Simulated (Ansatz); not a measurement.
Process, species as SMILES: [H]/[C]=C\Cl → 2 C atom + Cl atom + 2 H atom
B3LYP-D3(BJ)/def2-TZVP geometries, fixed; electronic energies without zero-point terms.

Basis-set convergence of the atomisation energy at B2PLYP with Ansatz (a program for electronic structure). Cartesian d functions, on some or all atoms, in 6-31G**; all else is spherical. Cores are frozen. Open shells are unrestricted. No added dispersion term, no relativity. Functions are those of the species that has most. Reference: the value in aug-pcseg-3, 423.48 kcal/mol, itself unsure by roughly 0.42 kcal/mol (its mean distance from aug-cc-pV(Q+d)Z, cc-pV(5+d)Z, def2-QZVPPD). Deviations are taken from unrounded values.

| basis | functions | atomisation energy (kcal/mol) | minus reference (kcal/mol) |
|---|---|---|---|
| 3-21G | 35 | 384.78 | -38.70 |
| 6-31G | 35 | 385.23 | -38.25 |
| pcseg-0 | 35 | 378.45 | -45.02 |
| pcseg-1 | 56 | 408.39 | -15.08 |
| 6-31G** | 59 | 414.14 | -9.34 |
| cc-pV(D+d)Z | 61 | 407.32 | -16.16 |
| def2-TZVP | 111 | 418.89 | -4.58 |
| def2-TZVPPD | 159 | 420.78 | -2.70 |
| 6-311++G(3df,3pd) | 161 | 421.82 | -1.65 |
| def2-QZVPP | 244 | 422.65 | -0.83 |
| pcseg-3 | 250 | 423.29 | -0.18 |
| aug-cc-pV(Q+d)Z | 341 | 423.11 | -0.37 |
| aug-pcseg-3 | 357 | 423.48 | 0.00 |
